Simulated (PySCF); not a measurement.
# How the method changes the shape and vibrations of ClGeHO

All numbers below are calculated, not measured. The program is PySCF 2.14.0, an open-source quantum chemistry code, run on an isolated molecule that a program drew, which may never have been made. The molecule is ClGeHO (charge 0, singlet), drawn as the SMILES string `[OH][Ge][Cl]`.

The geometry was optimised and harmonic frequencies were computed with HF and MP2, all in the cc-pV(D+d)Z basis, for the commonest isotopes, with a restricted reference for singlets and an unrestricted one otherwise, and a frozen core in MP2. Germanium has the cc-pVDZ-PP basis, with a core potential (ECP10MDF) in place of its 10 inner electrons, and its 3s, 3p and 3d shells are frozen in MP2. Each result is a local minimum of its method.

Geometry at the HF minimum:
```xyz
4
ClGeHO, angstrom
O     0.4701    1.1763    1.3714
Ge   -1.0029    0.8501    0.4389
Cl   -2.4002    0.9099    2.1433
H     1.2726    1.2096    0.8670
```

Lengths of the bonds as drawn, in Å (atoms numbered as above):
```
   bond     HF    MP2
 O1-Ge2  1.774  1.810
Ge2-Cl3  2.205  2.201
  O1-H4  0.948  0.972
```

Rotational constants, in GHz:
| constant | HF | MP2 |
|---|---|---|
| A | 12.8 | 12.43 |
| B | 3.687 | 3.681 |
| C | 2.863 | 2.84 |

Harmonic frequencies in cm^-1, each column in rising order, so a row needn't be the same motion in every method:
```
rank    HF   MP2
   1   233   213
   2   393   400
   3   446   470
   4   735     ?
   5   855   849
   6  4132  3808
```

**Estimate the missing MP2 frequency from the HF column.**

A single factor s that minimises the squared misfit of MP2 against s times HF over the other rows is sum(HF x MP2) / sum(HF^2) = 0.9267, with an rms misfit of 40 cm^-1. For rank 4 it gives 0.9267 x 735 = 681 cm^-1. The calculation gives 700 cm^-1, 19 cm^-1 above the estimate. The drawn bonds are on average 1.5 % longer in MP2 than in HF.
